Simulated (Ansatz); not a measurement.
The same path of C2H4BN (8 atoms, charge 0, multiplicity 1) was run twice with different band settings. The coordinate that changes most is the dihedral C2–B3–N4–H8.

These are results of RKS PBE-D4/6-31G* in Ansatz 0.2.0, not measurements.

Relaxed end points:

```xyz
8
Properties=species:S:1:pos:R:3
C -0.391 1.955 -0.929
C -0.045 0.986 -0.262
B 0.403 -0.203 0.587
N 0.008 -1.508 0.253
H -0.692 2.809 -1.509
H 1.101 -0.048 1.559
H 0.288 -2.322 0.795
H -0.580 -1.726 -0.549
```

```xyz
8
Properties=species:S:1:pos:R:3
C -0.391 1.955 -0.929
C -0.044 0.986 -0.262
B 0.403 -0.203 0.588
N 0.008 -1.507 0.253
H -0.691 2.809 -1.509
H 1.100 -0.049 1.560
H -0.579 -1.724 -0.551
H 0.286 -2.322 0.794
```

Common settings: movable images 5; climbing image yes; spring 5.0 eV/Å²; start path IDPP; force threshold 0.05 eV/Å; iteration limit 60; end points relaxed.

| run | optimiser | largest step |
| --- | --- | --- |
| 1 | quadratic models (default) | default |
| 2 | lbfgs | 0.5 Å |

(1) What does each run give, and how far can it be trusted?

Answers

(1) Run 1: converged after 10 iterations, highest image 1.300 eV above the first end. A vibrational analysis at the climbing image gives one clearly imaginary mode, 704i cm⁻¹: a first-order saddle point.
Run 2: not converged after 60 iterations, highest image 1.504 eV above the first end. The band didn't meet its force threshold, so its energies are provisional: the largest band force was still 0.35 eV/Å, and over the last iterations the top stayed at 1.51 eV.
